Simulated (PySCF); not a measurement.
# Assigning NMR signals

Geometry:
```tsv
atom	x (Å)	y (Å)	z (Å)
C1	-1.298	-0.910	-1.231
C2	-1.692	0.462	-0.702
C3	-2.007	0.428	0.798
C4	-0.808	0.089	1.633
N5	-0.819	-0.975	2.298
C6	0.346	1.083	1.593
C7	1.325	0.625	0.628
C8	2.117	0.194	-0.173
Si9	3.327	-0.463	-1.398
H10	-1.116	-0.864	-2.302
H11	-2.089	-1.632	-1.043
H12	-0.390	-1.260	-0.745
H13	-2.580	0.815	-1.231
H14	-0.883	1.170	-0.898
H15	-2.382	1.407	1.108
H16	-2.776	-0.319	0.993
H17	0.020	-1.166	2.844
H18	-0.010	2.079	1.317
H19	0.818	1.137	2.580
H20	4.291	0.598	-1.704
H21	2.594	-0.860	-2.603
H22	4.001	-1.618	-0.798
```

Gas phase, one averaged value for each set of equivalent atoms, non-relativistic Hamiltonian, one computed conformer. Coordinates at the GFN2-xTB level; PBE0/pcSseg-1 with gauge-including orbitals; PySCF 2.14.0 with density-fitted response routines.

δ = σ(ref) − σ, references computed at the same level: 13C (σ = 186.93 ppm), 1H (σ = 31.72 ppm) against TMS.

(1) Assign these signals to the numbered atoms. 13C{1H} NMR (computed): δ 177.4, 114.4, 83.1, 49.7, 32.9, 23.3, 15.4.

(2) Assign these signals to the numbered atoms. 1H NMR (400 MHz, computed): δ 10.45 (br s, 1H), 4.22 (s, 3H), 3.12 (s, 2H), 2.47 (t, 2H), 1.82 (m, 2H), 1.18 (t, 3H).

Results:

(1) 
177.4 → C4, carbon bonded to 2 C, N
114.4 → C7, carbon bonded to 2 C
83.1 → C8, carbon bonded to C, Si
49.7 → C3, carbon bonded to 2 C, 2 H
32.9 → C6, carbon bonded to 2 C, 2 H
23.3 → C2, carbon bonded to 2 C, 2 H
15.4 → C1, carbon bonded to C, 3 H

(2) 
10.45 → H17, hydrogen on a nitrogen bonded to C
4.22 → H20/H21/H22, hydrogen on a silicon bonded to C
3.12 → H18/H19, hydrogen on a carbon bonded to 2 C
2.47 → H15/H16, hydrogen on a carbon bonded to 2 C
1.82 → H13/H14, hydrogen on a carbon bonded to 2 C
1.18 → H10/H11/H12, hydrogen on a carbon bonded to C

Exchangeable OH/NH protons stand at their gas-phase positions; hydrogen bonding in a real sample shifts them, mostly to higher δ. Shifts are as computed. Against solution values, carbons near 30 ppm lie about +3 ppm off and those near 130 ppm about +5 ppm. Of 1211 compounds with measured shifts, 218 miss one by over three times the rms of a fit or turn the order of signals round; such compounds aren't used in these exercises. No couplings were computed; multiplicities are counted from neighbouring protons, with m where these are inequivalent, close in shift, in a saturated or five-membered ring or joined by F or P, and br s for small geminal =CH2 splittings.
